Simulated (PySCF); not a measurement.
Worked example: dipole moment from atomic charges

GaF, SMILES [Ga][F] (connectivity only; charge and spin as stated), neutral, multiplicity 1. Atoms are numbered in the order given.

```xyz
2

Ga     0.0000     0.0000    -0.4056
F      0.0000     0.0000     1.3971
```

Geometry optimised at B3LYP-D3(BJ)/def2-TZVPD.

Charges (e) from ωB97X/def2-TZVPD (PySCF):

```json
[
 {"atom": "Ga1", "IAO": "0.568", "ESP fit": "0.321"},
 {"atom": "F2", "IAO": "-0.568", "ESP fit": "-0.321"}
]
```

The dipole moment of the full density is 2.45 D.

Task: What dipole moment does each set of point charges give, and which comes closer to that of the density?

Result: 
μ = Σ q r, and 1 e Å = 4.8032 D.
IAO: Σ q r = (0.000, 0.000, -1.024) e Å, |μ| = 4.92 D.
ESP fit: Σ q r = (0.000, 0.000, -0.579) e Å, |μ| = 2.78 D.
ESP fit comes closer in size. Point charges leave out the atoms' own dipoles (lone pairs, polarised bonds); fits to the potential absorb them, partitions of the density don't.
